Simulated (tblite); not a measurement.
Species: C₃H₁₀NO₂Si (doublet state).
Bonds: C1–C2, C2–C3, C2–O4, O4–Si5, Si5–N6, Si5–O7. Hydrogens: H8, H9, H10 on C1; H11 on C2; H12, H13, H14 on C3; H15, H16 on N6; H17 on O7.

Computed with GFN2-xTB (tblite), gas phase: L-BFGS steps from a force-field or distance-geometry start until the largest atomic force falls under 0.01 eV/Å.

Geometry at step 31:
```
atom  x, y, z in Å
C1     -1.4870   -1.2552    0.9547
C2     -0.7867   -0.3242   -0.0209
C3     -1.6628    0.8441   -0.4390
O4      0.3418    0.1996    0.6092
Si5     1.8748   -0.1615    0.2578
N6      2.6034    1.3863   -0.0338
O7      1.8073   -1.0709   -1.1197
H8     -2.2704   -1.8270    0.4679
H9     -0.7607   -1.9629    1.3390
H10    -1.8981   -0.7000    1.7950
H11    -0.4962   -0.9010   -0.9025
H12    -2.6036    0.5031   -0.8569
H13    -1.1705    1.4592   -1.1849
H14    -1.8579    1.4753    0.4221
H15     2.1705    2.2074    0.3599
H16     3.5857    1.5627   -0.1474
H17     2.6036   -1.4230   -1.5106
```

**Question.** Give the atomic forces at this geometry.

**Answer.** 
```tsv
atom	Fx (eV/Å)	Fy (eV/Å)	Fz (eV/Å)
C1	-0.126	-0.215	0.138
C2	-0.277	-0.022	-0.014
C3	-0.193	0.206	-0.078
O4	0.123	0.120	0.110
Si5	0.329	0.171	-0.099
N6	-0.027	0.213	-0.194
O7	0.224	-0.038	0.030
H8	-0.143	0.111	-0.054
H9	0.121	-0.068	0.084
H10	-0.023	0.018	-0.053
H11	0.088	-0.013	-0.101
H12	-0.092	-0.110	0.028
H13	0.175	-0.034	-0.076
H14	-0.080	0.000	0.121
H15	-0.113	-0.146	0.074
H16	0.099	-0.280	0.054
H17	-0.084	0.089	0.029
```

The largest, 0.38 eV/Å, acts on Si5; the rms over all components is 0.131 eV/Å. The forces sum to zero within rounding, as they must for an isolated molecule in no field.

**Question.** Give the force on Si5 in Eh/bohr and in nN.

**Answer.** 0.384 eV/Å ÷ 51.422 = 0.00746 Eh/bohr, and 0.384 eV/Å × 1.602 = 0.61 nN.

**Question.** How far is this geometry from the end of the optimisation?

**Answer.** 0.123 eV above it, and 0.395 Å rms away after alignment. The bonds farthest from their final lengths, with half the difference of the two atoms' forces along the bond (positive lengthens):

```tsv
bond	now (Å)	final (Å)	force along bond (eV/Å)
O4–Si5	1.614	1.638	+0.11
Si5–O7	1.652	1.630	+0.01
C2–H11	1.093	1.101	+0.08
O7–H17	0.954	0.962	-0.15
C2–C3	1.519	1.526	+0.07
C1–C2	1.520	1.526	+0.07
```

The angle farthest from its final value is Si5–N6–H16, 125.9° against 116.8°.

Of the 2 listed bonds off by 0.010 Å or more, this force points towards the final length in 1.

What follows is the cost of the whole relaxation. The run took 1.1 s of wall time on one thread of an INTEL XEON PLATINUM 8581C at 2.10 GHz, no GPU (shared host).
